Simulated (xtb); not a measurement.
C₄H₄BN, SMILES C#CB(N)C#C. All values are semi-empirical tight-binding results from xtb (GFN2-xTB unless named), good for trends rather than for accurate numbers. Coordinates come from a GFN2-xTB optimisation. The structure was generated by enumeration, and PubChem lists no compound with its InChIKey, so it may never have been made. One conformer was computed; it need not be the lowest.

```yaml
point_group_as_xtb_finds_it: C2v
orbital_gap: 4.46 eV
dipole_moment: 1.98 D
zero_point_energy: 42.4 kcal/mol
G − E(el) at 298.15 K (modified RRHO): 23.6 kcal/mol
static polarisability (D4 model): 60.8 bohr³
solvation energy, GFN2-xTB/ALPB(water): -4.3 kcal/mol
solvation energy, GFN2-xTB/ALPB(ch2cl2): -6.3 kcal/mol
```

Computed IR lines (harmonic; lines under 4 % of the strongest left out, lines within 3 cm⁻¹ merged):
ν (cm⁻¹): 521 (w), 603 (vs), 668 (w), 689 (w), 703 (m), 820 (w), 1166 (vs), 1363 (vs), 1527 (s), 2217 (m), 2220 (w), 3359 (w) (against the strongest line: vs over 80 %, s over 45 %, m over 15 %, w over 4 %, vw less)
